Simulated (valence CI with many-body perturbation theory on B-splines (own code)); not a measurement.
Pm46+: one-electron terms

Method: valence CI with perturbative core correlation (CI+MBPT): five valence electrons over a frozen Dirac-Fock core [Ne], radial functions for each j: 9 s, 9 p, 8 d, 6 f, 3 g, 1 h, with the one-electron correlation potential Σ1, the two-electron term Σ2, the three-electron term Σ3, Breit, model QED; selected CI, second order for the rest (own B-spline code, finite nucleus).

No measured spectrum was set against this ion. As an estimate, large intervals hold to a few tenths of a per cent, small ones and those within an open d or f shell to about a per cent. Among the levels kept, up to 580 cm⁻¹ of a level comes from second order outside the variational space, and about a tenth of that is noise between levels of different J, which matters for small intervals.

These are the spectroscopic orbitals of the CI (the correlating ones are not listed), shaped by the core and the other valence electrons. h is the expectation value of the core's Dirac-Fock operator, without the valence repulsion; Σ1 is computed up to l = 3 at one energy for each symmetry, that of its lowest orbital but kept below the first core excitation, so for empty shells it is not the orbital's own correlation shift; Breit and QED include the response of the core.

```
Orbital  h (hartree)  Σ1 (cm⁻¹)  Breit (cm⁻¹)  QED (cm⁻¹)  ⟨r⟩ (bohr)
  3s1/2      -164.62      -6770         23023       18392      0.2372
  4s1/2      -89.532      -2242          8822        7264      0.4416
  5s1/2      -56.144      -1021          4196        3530      0.7116
  6s1/2      -38.466       -556          2342        1983       1.044
  3p1/2       -160.2      -8726         38412         271      0.2246
  4p1/2      -87.684      -2842         14833         120      0.4329
  5p1/2      -55.214      -1301          7165        61.9      0.7060
  6p1/2      -37.934       -711          4024        35.8       1.042
  3p3/2      -154.57      -7784         22347        2045      0.2340
  4p3/2      -85.388      -2615          8602         819      0.4455
  5p3/2      -54.062      -1213          4456         406      0.7218
  6p3/2      -37.276       -667          2509         230       1.061
  3d3/2      -149.11      -9594         17764        -593      0.2015
  4d3/2      -83.278      -2644          6315        -196      0.4187
  5d3/2      -53.025      -1174          2996       -91.0      0.6992
  3d5/2       -147.8      -8773          8494         130      0.2044
  4d5/2      -82.715      -2411          2993        92.0      0.4223
  5d5/2      -52.736      -1072          1453        53.2      0.7035
  4f5/2      -81.559      -2231           591       -90.0      0.3702
  5f5/2      -52.155      -1086           403       -48.2      0.6549
  4f7/2       -81.32      -2146           158        36.0      0.3719
  5f7/2      -52.033      -1041           107        15.9      0.6568
  5g7/2      -51.883                     12.1       -20.3      0.5800
  5g9/2      -51.812                      2.0        15.2      0.5812
```

Among the shells of the start configuration 3s2 3p3, Σ1 is largest in size for 3p1/2, where it is 0.025 % of h.

Lowest root of each symmetry, sizes in configuration state functions:

```
  J  Parity  Roots  Reference  Variational  Second order  Change by selected CI (cm⁻¹)  Change by second order (cm⁻¹)
1/2    even      8         44        39993        262745                        -16759                            -29
3/2    even     11         71        39989        541990                        -21238                           -157
5/2    even     10         74        39998        684034                        -20794                           -246
7/2    even      6         54        39969        738656                        -22434                           -317
9/2    even      3         34        39999        635851                        -23014                           -118
1/2     odd      5         67        39996        260083                        -17423                            -21
3/2     odd      7        110        39995        439165                        -16339                            -50
5/2     odd      7        114        39993        649490                        -16834                           -257
7/2     odd      4         93        39997        658114                        -17012                           -284
9/2     odd      2         57        39994        531028                        -16925                           -127
```
